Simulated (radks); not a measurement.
The numbers below are computed, except where a source is named.
Problem. All-electron atom: Si+ in [Ne] 3s2 3p1. Code: a radial shooting solver on a logarithmic mesh with Libxc functionals. Model: non-relativistic Kohn-Sham, LDA (Slater exchange, Perdew-Zunger correlation), spin-unpolarised, spherical densities, point nucleus. Some entries of the table are withheld. Estimate them.

orbital  occ.  eigenvalue (hartree)  r(max) (bohr)  <r> (bohr)
1s          2             -65.54099        0.07321         (1)
2s          2                   (2)         0.4574      0.5722
2p          6              -3.86438         0.3874      0.5387
3s          2              -0.70037            (3)       2.058
3p          1              -0.43234          2.017       2.450

Solution. 
(1) 1s <r> (bohr): 0.1120
(2) 2s eigenvalue (hartree): -5.42383
(3) 3s r(max) (bohr): 1.740
